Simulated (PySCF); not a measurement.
Compound: C4H9N3Si.
Numbering: `[CH3:1][CH2:2][n:3]1[n:4][cH:5][c:6]([SiH3:7])[n:8]1`

NICS = −σ at a ghost point: NICS(0) at the centroid of the ring atoms, NICS(1) 1 Å to either side along the normal of their mean plane, zz for the tensor component along that normal. Level: GIAO PBE0/pcSseg-1 (PySCF, non-relativistic, gas phase) on the GFN2-xTB geometry, one conformer.

Ring bond lengths (Å), with Mayer bond orders in brackets: N3–N4 1.313 (1.23), N4–C5 1.322 (1.51), C5–C6 1.405 (1.31), C6–N8 1.332 (1.42), N8–N3 1.309 (1.24).

**Question.** Give the NICS values of each ring in ppm.

**Answer.** 
```tsv
ring	type	NICS(0)	NICS(1), two faces	NICS(1)zz, two faces	rms pucker (Å)	centre to ring atoms, mean (Å)
N3–N4–C5–C6–N8	5-membered ring with 3 N; formal bonds all aromatic	-13.3	-13.7 / -13.6	-33.9 / -34.7	0.00	1.14
```

**Question.** What do they say, and how far can they be read as aromaticity?

**Answer.** 
- N3–N4–C5–C6–N8: mean NICS(1)zz -34.3 ppm, shielded. The ring is flat and has no four-coordinate atom; by the NICS criterion it is aromatic.

**Question.** And the bond-length index? HOMA = 1 − mean of α(R − Ropt)² over the ring bonds, with Krygowski's 1993 parameters (CC: Ropt 1.388 Å, α 257.7 Å⁻²; CN: Ropt 1.334 Å, α 93.52 Å⁻²; NN: Ropt 1.309 Å, α 130.33 Å⁻²).

**Answer.** 
- N3–N4–C5–C6–N8: HOMA 0.98; the largest term is that of C5–C6, α(R − Ropt)² = 0.08. The geometric and the magnetic index point the same way.

**Question.** What is the mean of the two in-plane components of NICS at the second NICS(1) probe listed for ring N3–N4–C5–C6–N8, 1 Å off the ring?

**Answer.** The isotropic value is a third of the trace: (3 × -13.6 − (-34.7))/2 = -3.0 ppm.

Conformer computed: `[CH3:1][CH2:2][n:3]1[n:4][cH:5][c:6]([SiH3:7])[n:8]1`: C1–C2–N3–N4 91°.
